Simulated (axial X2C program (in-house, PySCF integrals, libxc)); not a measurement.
**Which molecule has these constants?**

Calculated with an in-house relativistic program for diatomic molecules, spin-free (one-electron X2C) or two-component (2c: spin–orbit coupling with atomic mean-field Coulomb and Gaunt terms, which also bring small scalar terms), in Dyall basis sets with cores contracted in-house; open shells are unrestricted.

A two-component PBE0 calculation in a Dyall 3-zeta basis gave Re = 2.789 Å, ωe = 259.1 cm⁻¹, Ω = 4.

Task: Which molecule is it?
A. NaRu⁺
B. LiRu⁺
C. RuH⁺

Result: B. The others have NaRu⁺ 3.143 Å and 128.8 cm⁻¹ (Ω = 4); RuH⁺ 1.601 Å and 2005.6 cm⁻¹ (Ω = 3).

Each entry is the lowest single determinant of a limited PBE0 search at one distance. De goes to single-determinant-based atoms at the same level (for ions the charge split of lowest energy) and is withheld (n/a) where an atom does not fit its ground term or J level. Main or longest-lived isotopes. One determinant is a doubtful description, or other states lie close, for LiRu⁺, NaRu⁺, RuH⁺; these need not be ground states, and all values refer to the states named. Some open-shell Ω = 0 determinants are out of reach, so the Ω given for LiRu⁺, NaRu⁺, RuH⁺ need not be the lowest component. With several unpaired electrons the Ω given is that of one determinant, not necessarily of the lowest component. The functionals have no current term, which raises determinants with orbital currents.
